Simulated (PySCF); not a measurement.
H4PbSi, neutral, multiplicity 1. Atoms are numbered in the order given.

```xyz
6

Pb     0.0222    -0.4847     0.0000
H     -1.8318    -0.4148     0.0000
Si     0.0049     2.2651     0.0000
H     -0.7089     2.7850     1.1990
H     -0.7089     2.7850    -1.1990
H      1.3607     2.8779     0.0000
```
Charge 0, spin multiplicity 1.

The structure is a stationary point at B3LYP-D3(BJ)/def2-TZVP. The def2 effective core potentials stand for the cores of Pb; spin–orbit coupling is left out.

Level of theory: PBE0/def2-TZVPD in PySCF.

Isolated molecule, no solvent.

```yaml
total_energy: -484.61736 hartree
point_group: Cs
highest_occupied_level: -6.38 eV
lowest_empty_level: -3.07 eV
orbital_gap: 3.31 eV
dipole_moment: 1.91 D
quadrupole, principal values (traceless, Buckingham form, about the centre of nuclear charge): -5.60, -2.80, 8.40 D·Å
mean_static_polarisability: 87.7 bohr³ (13.00 Å³)
polarisability_principal_values: 61.3, 80.4, 121.5 bohr³
```
